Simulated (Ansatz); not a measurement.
Ansatz results at the PBE0-D4/def2-TZVP geometry: LUMO energy (PBE/def2-TZVPP) -1.16 eV; HOMO–LUMO gap (B3LYP/def2-TZVPP) 6.47 eV; HOMO–LUMO gap (ωB97M-V/def2-TZVPP) 10.75 eV.

Each molecule was computed in one conformer, which needn't be the lowest.

Which molecule gave them?
A. `C=C[B](C)[GaH][F]`
B. `C/N=C(/F)Cl`
C. `FB1OC1[SiH2]Cl`
D. `O[SiH2][Se][SiH3]`

D. The others give `FB1OC1[SiH2]Cl`: -1.45, 7.67, 12.27; `C=C[B](C)[GaH][F]`: -3.15, 4.62, 9.06; `C/N=C(/F)Cl`: -1.22, 7.77, 12.91.

B3LYP here is the variant with VWN-RPA as its local correlation; programs differ in this.
